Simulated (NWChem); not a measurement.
# CH2ClNOSi; SMILES C(=O)=N[SiH2]Cl

```xyz
7

Si    -0.8882    -0.6597     0.0106
Cl     0.7268    -1.9391    -0.0014
N     -0.3408     0.9596    -0.0404
C      0.1510     2.0525    -0.0074
O      0.6149     3.1210     0.0165
H     -1.6499    -0.8741     1.2654
H     -1.7098    -0.9253    -1.1948
```
Atoms are numbered in this order, from 1.

All runs: NWChem. The geometry was optimised at PBE0/def2-SVP. Level PBE/def2-SVP: energy and gradient on several grids; changes count from the extra-fine grid, which is no exact limit either.

| grid | size of the energy change (μHa) | largest change of a gradient component (μHa/bohr) | time, medium = 1 (rough) |
|---|---|---|---|
| xcoarse | 2000 | 4000 | about 1 |
| coarse | 80 | 200 | about 1 |
| medium | < 10 | 80 | about 1 |
| fine | < 10 | < 30 | about 1 |
| xfine | < 10 | < 30 | 2 |
